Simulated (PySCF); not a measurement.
A structure optimised at PBE-D3(BJ)/def2-SVP, used in a PySCF frequency run:

```xyz
6

Si     0.0000     0.0000    -0.1312
O      0.0000     0.0000    -1.6758
O      0.0000     1.2903     0.8996
O      0.0000    -1.2903     0.8996
H      0.0000     2.1423     0.4251
H      0.0000    -2.1423     0.4251
```

Task: Write its SMILES, formula and point group.

Result: O=[Si](O)O, H2O3Si, C2v

Task: What are its rotational constants (standard atomic weights)?

Result: 8.0827, 7.0519, 3.7661 GHz
